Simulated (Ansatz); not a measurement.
Geometry optimisation, RKS PBE0/def2-SVP in Ansatz.

Input:

```yaml
crystal:
  periodic: [false, false, false]
  atoms:
    - { symbol: Ge, position_ang: [0.317182, -0.049009, -0.114252] }
    - { symbol: F, position_ang: [0.630224, 0.158178, 1.541031] }
    - { symbol: F, position_ang: [1.867712, 0.049305, -0.837182] }
    - { symbol: Cl, position_ang: [-0.810392, 1.543461, -0.926006] }
    - { symbol: Cl, position_ang: [-0.435226, -1.971064, -0.547534] }
    - { symbol: Si, position_ang: [-2.907852, 0.061737, 1.306233] }
    - { symbol: H, position_ang: [-3.169727, -0.554282, -0.025111] }
    - { symbol: H, position_ang: [-3.691599, -0.672475, 2.34617] }
    - { symbol: H, position_ang: [-3.310931, 1.499484, 1.290961] }
    - { symbol: H, position_ang: [-1.483592, -0.065335, 1.65789] }
basis:
  gaussian: { orbitals: def2-SVP }
hamiltonian:
  xc: pbe0
relax:
  f_tol: 0.03
  max_steps: 50
```

Launched with:

```bash
$ ansatz run input.yaml --threads 4 --pin off --max-ram 5120MiB --backend cpu --events-out ev --progress --plain --runs-dir out
```

Q: Where does it end, and by what steps?

A: It converged. The force dipped under the threshold on the way, but the program's further checks kept it going. After 8 steps the energy has fallen by 0.205 eV; H10 moved furthest, 0.48 Å.

```tsv
step	energy less start (eV)	largest force component (eV/Å)	accepted
0	0.0000	0.764	yes
1	-0.1527	0.355	yes
2	-0.1095	0.625	no
3	-0.1848	0.052	yes
4	-0.1987	0.068	yes
5	-0.2033	0.070	yes
6	-0.2046	0.036	yes
7	-0.2051	0.023	yes
8	-0.2053	0.010	yes
```

```xyz
10
Properties=species:S:1:pos:R:3
Ge 0.723 -0.075 -0.321
F 1.029 0.117 1.352
F 2.242 0.057 -1.096
Cl -0.530 1.485 -0.991
Cl -0.082 -1.989 -0.678
Si -3.277 0.081 1.484
H -3.394 -0.526 0.125
H -4.150 -0.663 2.439
H -3.696 1.513 1.431
H -1.859 0.000 1.947
```

Whether the end is a true minimum wasn't checked by a vibrational analysis.

Time of the run: 28 s on 4 threads of AMD EPYC 7R32 (Zen 2), on a shared host, peak memory 0.41 GiB.
